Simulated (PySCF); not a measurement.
**Palladium: a sound run and one with changed settings**

Sound run: Pd [Kr] 4d10, Pd⁺ [Kr] 4d9. Calculation: PySCF 2.14, in x2c-SVPall (6s5p5d1f, 53 functions); scalar relativity by spin-free X2C-1e. In the sound run the correlated levels freeze [Kr]. The sound run starts from symmetry-adapted Hartree-Fock orbitals and uses a fine grid where one is needed.

Changed run: basis STO-3G, all-electron and non-relativistic. This setting is unsound on purpose.

| species | method | sound run (hartree) | changed run (hartree) | converged |
| --- | --- | --- | --- | --- |
| Pd | UHF | -5042.26759 | -4888.59991 | yes |
| Pd | PBE0 | -5044.46888 | -4890.18435 | yes |
| Pd | r2SCAN | -5044.79552 | -4890.60255 | yes |
| Pd | MP2 | -5042.54628 | -4888.60585 | yes |
| Pd⁺ | UHF | -5042.03486 | -4888.95469 | yes |
| Pd⁺ | PBE0 | -5044.15668 | -4890.48697 | yes |
| Pd⁺ | r2SCAN | -5044.48136 | -4890.89915 | yes |
| Pd⁺ | MP2 | -5042.24767 | -4888.95571 | yes |

Ionisation energy of Pd:

| method | sound run (eV) | changed run (eV) |
| --- | --- | --- |
| UHF | 6.333 | -9.654 |
| PBE0 | 8.496 | -8.235 |
| r2SCAN | 8.549 | -8.071 |
| MP2 | 8.126 | -9.520 |
| SCS-MP2 | 7.929 | -9.520 |

A minimal basis cannot let orbitals breathe on ionisation and holds almost no correlation. The Hamiltonian changed with the basis, so the totals do not compare. A negative ionisation energy or a positive MP2 energy shows that the occupation asked for is not the lowest one in this basis.

For comparison, NIST gives 8.337 eV between the lowest levels.
